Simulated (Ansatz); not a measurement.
Ansatz results at the PBE0-D4/def2-TZVP geometry: vertical ionisation energy (CCSD(T)/CBS(def2)) 10.19 eV; HOMO energy (PBE/def2-TZVPP) -6.46 eV; LUMO energy (PBE0/def2-TZVPP) -0.24 eV.

(1) Which molecule gave them?
A. `BSC=O`
B. `SC1BO1`
C. `B1OCS1`
D. `OB1CS1`

Results:

(1) C. The others give `OB1CS1`: 9.72, -6.01, -0.12; `BSC=O`: 10.71, -6.74, -2.06; `SC1BO1`: 9.85, -6.08, -0.81.
